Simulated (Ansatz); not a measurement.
CH₅GeNSe, SMILES `[NH2][GeH2][CH]=[Se]`. Total charge 0; spin multiplicity 1.

Z-matrix (Å, degrees):
```
Ge
C 1 1.967
N 1 1.829 2 113.3
H 1 1.538 2 107.9 3 -120.0
H 1 1.538 2 107.9 3 120.0
Se 2 1.752 1 123.6 3 0.1
H 2 1.092 1 118.5 3 -179.9
H 3 1.012 1 112.8 2 -60.6
H 3 1.012 1 112.8 2 61.1
```

Problem. List the harmonic frequencies (cm⁻¹, unscaled) at PBE0-D4/def2-TZVP in Ansatz. (Best estimate.)

Solution. The calculation gave: 44, 112, 128, 230, 417, 549, 610, 612, 703, 754, 781, 849, 947, 951, 1176, 1589, 2149, 2153, 3108, 3550, 3636.

Problem. Is this a minimum?

Solution. Yes, all 21 modes are real.

Problem. Give the ideal-gas thermochemistry at 298.15 K and 1 bar (rigid rotor, harmonic oscillator; point group Cs, symmetry number 1).

Solution. Zero-point energy 149.8 kJ/mol; H(298) − E = 170.3 kJ/mol; entropy 361.2 J/(mol·K), of which translation 173.8, rotation 117.6, vibration 69.8; G(298) − E = 62.6 kJ/mol. Modes under 100 cm⁻¹ are hindered rotations or soft bends, so the harmonic entropy is rough.
